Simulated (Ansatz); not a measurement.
One change: `C=NC1C=N1` becomes `[SiH3]C1C=N1`.

Ansatz, PBE0-D4/def2-TZVP geometries, multiplicity 1. Each molecule was computed in one conformer, which needn't be the lowest.

```json
{"property": "LUMO energy (B3LYP/def2-TZVPP) / eV", "`C=NC1C=N1`": "-1.12"}
{"property": "zero-point energy (PBE0-D4/def2-TZVP) / kJ/mol", "`C=NC1C=N1`": "176.0"}
{"property": "size of the dipole moment (PBE/def2-TZVPP) / D", "`C=NC1C=N1`": "1.58"}
{"property": "HOMO–LUMO gap (PBE0/def2-TZVPP) / eV", "`C=NC1C=N1`": "6.45"}
{"property": "HOMO energy (B3LYP/def2-TZVPP) / eV", "`C=NC1C=N1`": "-7.08"}
{"property": "HOMO energy (ωB97M-V/def2-TZVPP) / eV", "`C=NC1C=N1`": "-9.56"}
```

Task: Give the same properties after the change, and the shifts. (Best estimate.)

Result: Computed: 
```tsv
property	`[SiH3]C1C=N1`	shift
LUMO energy (B3LYP/def2-TZVPP) / eV	-1.10	0.02
zero-point energy (PBE0-D4/def2-TZVP) / kJ/mol	157.4	-18.6
size of the dipole moment (PBE/def2-TZVPP) / D	2.05	0.47
HOMO–LUMO gap (PBE0/def2-TZVPP) / eV	7.19	0.74
HOMO energy (B3LYP/def2-TZVPP) / eV	-7.79	-0.71
HOMO energy (ωB97M-V/def2-TZVPP) / eV	-10.27	-0.71
```

Dipoles are sizes alone; their direction can turn.

B3LYP here is the variant with VWN-RPA as its local correlation; programs differ in this.
